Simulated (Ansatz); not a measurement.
Geometry optimisation, RKS LDA/def2-SVP in Ansatz.

Input file:

```yaml
crystal:
  periodic: [false, false, false]
  atoms:
    - { symbol: Li, position_ang: [-2.33899, -2.52559, -0.0936] }
    - { symbol: C, position_ang: [-1.0848, -1.17467, -0.04655] }
    - { symbol: C, position_ang: [-0.26263, -0.28405, -0.01485] }
    - { symbol: C, position_ang: [0.72869, 0.78795, 0.03022] }
    - { symbol: H, position_ang: [1.4831, 0.63753, -0.74341] }
    - { symbol: H, position_ang: [1.2248, 0.80441, 1.00185] }
    - { symbol: H, position_ang: [0.24982, 1.75442, -0.13367] }
basis:
  gaussian: { orbitals: def2-SVP }
hamiltonian:
  xc: lda
relax:
  f_tol: 0.02
  max_steps: 40
```

Command:

```bash
$ ansatz run input.yaml --threads 1 --pin off --max-ram 2048MiB --backend cpu --events-out ev --progress --plain --runs-dir out
```

Task: Where does it end, and by what steps?

Result: The forces met the threshold. After 4 steps the energy has fallen by 0.073 eV; Li1 moved furthest, 0.04 Å.

```
step  energy less start (eV)  largest force component (eV/Å)  accepted
   0                  0.0000                           2.224       yes
   1                 -0.0667                           0.503       yes
   2                 -0.0723                           0.131       yes
   3                 -0.0725                           0.095       yes
   4                 -0.0728                           0.012       yes
```

```xyz
7
Properties=species:S:1:pos:R:3
Li -2.368 -2.558 -0.097
C -1.103 -1.193 -0.046
C -0.261 -0.283 -0.012
C 0.719 0.777 0.030
H 1.505 0.653 -0.750
H 1.246 0.823 1.011
H 0.261 1.780 -0.135
```

The run took 5.6 s on 1 CPU thread of a shared host.
